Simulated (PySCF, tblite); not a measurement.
Isomers of C5H5N2Si (doublet state). Computed with GFN2-xTB (tblite): harmonic, unscaled wavenumbers at the GFN2-xTB geometry, gas phase. This tight-binding method is rough: wavenumbers can miss measured ones by several per cent, in bad cases by 10 to 20. Modes of hydrogen on silicon can be 10 to 20 % off. One conformer each. Open shells enter through the occupations alone, without spin polarisation, and single modes of such species can be off by tens of per cent.

Electronic energies: B3LYP/pcH-1 single points on the GFN2-xTB geometries (PySCF, gas phase).

| SMILES | electronic energy, lowest = 0 (kJ/mol) |
| --- | --- |
| N#C[SiH2][C@@H]1[CH][C@H]1C#N | 38.5 |
| N#C[SiH2][C@H]1C[C]1C#N | 0.0 |
| C#C[SiH][C@H](C#N)N=C | 107.3 |

Problem. How do GFN2-xTB zero-point energies change the relative energies?

Solution. 
```json
{"SMILES": "N#C[SiH2][C@H]1C[C]1C#N", "ZPE (kJ/mol)": "210.5", "of it from modes above 1550 cm⁻¹": "118.3", "electronic (kJ/mol)": "0.0", "with ZPE, lowest = 0 (kJ/mol)": "0.0", "lowest mode (cm⁻¹)": "22", "rings": "1"}
{"SMILES": "N#C[SiH2][C@@H]1[CH][C@H]1C#N", "ZPE (kJ/mol)": "208.7", "of it from modes above 1550 cm⁻¹": "110.0", "electronic (kJ/mol)": "38.5", "with ZPE, lowest = 0 (kJ/mol)": "36.6", "lowest mode (cm⁻¹)": "26", "rings": "1"}
{"SMILES": "C#C[SiH][C@H](C#N)N=C", "ZPE (kJ/mol)": "213.2", "of it from modes above 1550 cm⁻¹": "124.4", "electronic (kJ/mol)": "107.3", "with ZPE, lowest = 0 (kJ/mol)": "110.0", "lowest mode (cm⁻¹)": "34", "rings": "0"}
```

The zero-point energies span 4.5 kJ/mol, from `N#C[SiH2][C@@H]1[CH][C@H]1C#N` to `C#C[SiH][C@H](C#N)N=C`. The order is unchanged.

Problem. And how do the electronic energies of GFN2-xTB itself compare?

Solution. `N#C[SiH2][C@H]1C[C]1C#N` 0.0; `N#C[SiH2][C@@H]1[CH][C@H]1C#N` 62.7; `C#C[SiH][C@H](C#N)N=C` 65.0 kJ/mol, lowest = 0. Against the energies above, taken from the same isomer `N#C[SiH2][C@H]1C[C]1C#N`, the largest difference is 42.3 kJ/mol.
